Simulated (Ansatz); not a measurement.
Calculation: frozen-core CCSD(T)/def2-TZVPP // CAM-B3LYP-D3(BJ)/def2-TZVP run with Ansatz (a quantum-chemistry and plane-wave program).

Ansatz 0.2 input:
```yaml
crystal:
  periodic: [false, false, false]
  atoms:
    - { symbol: S, position_ang: [1.554485, -0.713408, 0.187291] }
    - { symbol: In, position_ang: [-0.720368, -0.064819, -0.138579] }
    - { symbol: H, position_ang: [2.006364, 0.526702, 0.415568] }
    - { symbol: H, position_ang: [-1.774246, -1.36194, -0.47815] }
    - { symbol: H, position_ang: [-1.062907, 1.601719, -0.002406] }
basis:
  gaussian: { orbitals: def2-TZVPP }
correlation:
  method: ccsd_t
```

Output:

```
Functional definition: HF
952 factors; integrals over basis functions are off by at most 7.8e-4 eV
mean field evaluation 1: about -16013.2175 eV, gradient 1.6e1 eV
mean field evaluation 2: about -16013.2542 eV, gradient 1.6e1 eV
mean field evaluation 4: about -16014.2677 eV, gradient 1.9e0 eV
mean field evaluation 8: about -16014.2877 eV, gradient 1.4e-1 eV
mean field evaluation 16: about -16014.0880 eV, gradient 7.4e0 eV
mean field -16014.28779352 eV, -588.5142215378 hartree, gradient 1.4e-6 eV, S^2 0.000000; 0 other end points of the search recorded, 0 dependent functions left out
9 core orbitals not correlated
reference -16014.28779352 eV, -588.5142215378 hartree; 11, 11 occupied and 114, 114 virtual orbitals, 952 factors
second order -12.89194166 eV of doubles, -0.00000000 eV of singles
cycle   1  -13.12043392 eV  change   -2.3e-1 eV  update   8.9e-2
cycle   2  -13.48885812 eV  change   -3.7e-1 eV  update   2.6e-2
cycle   3  -13.54283104 eV  change   -5.4e-2 eV  update   1.3e-2
cycle   4  -13.53643603 eV  change    6.4e-3 eV  update   3.7e-3
cycle   5  -13.53495096 eV  change    1.5e-3 eV  update   1.8e-3
cycle   6  -13.53503442 eV  change   -8.3e-5 eV  update   5.8e-4
cycle   7  -13.53495141 eV  change    8.3e-5 eV  update   2.3e-4
cycle   8  -13.53500814 eV  change   -5.7e-5 eV  update   8.0e-5
cycle   9  -13.53502359 eV  change   -1.5e-5 eV  update   2.5e-5
perturbative correction -0.46956469 eV, -0.0172561840 hartree
Total energy: -16028.29238180 eV, -589.0288806643 hartree
```

Cost: about 23 core-seconds (a rough figure).
